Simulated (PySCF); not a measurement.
C₆H₅BS₂.
Bonds: B1–C2, C2–C3 (aromatic), C3–C4 (aromatic), C4–S5 (aromatic), S5–C6 (aromatic), C6–C7 (aromatic), C7–C8 (aromatic), C8–S9 (aromatic), C2–S9 (aromatic), C4–C8 (aromatic). Hydrogens: H10, H11 on B1; H12 on C3; H13 on C6; H14 on C7.

A PySCF run (density fitting, gas phase, GFN2-xTB geometry) gave HOMO -6.54 eV, LUMO -2.26 eV, dipole 2.37 D and E = -1052.414 Eh.

Question: Which of these levels was it?
A. PBE0/pcSseg-1
B. PBE0/pcseg-1
C. B97-2/def2-SVPD
D. PBE0/def2-SVPD

Answer: C. It is B97-2/def2-SVPD. All candidates on this geometry:

```tsv
level and settings	kind	basis functions	SCF cycles	E (Eh)	HOMO (eV)	LUMO (eV)	dipole (D)
B97-2/def2-SVPD	global hybrid	234	14	-1052.4141	-6.54	-2.26	2.37
PBE0/def2-SVPD	global hybrid	234	14	-1051.8592	-6.77	-2.27	2.40
PBE0/pcSseg-1	global hybrid	192	14	-1052.2025	-6.78	-2.26	2.36
PBE0/pcseg-1	global hybrid	159	14	-1052.1816	-6.79	-2.27	2.33
```

The nearest other candidate, by the summed differences of HOMO and LUMO, is PBE0/def2-SVPD: its HOMO differs by -0.23 eV and its LUMO by -0.01 eV. Cycle counts include a coarse-grid stage where the run had one.
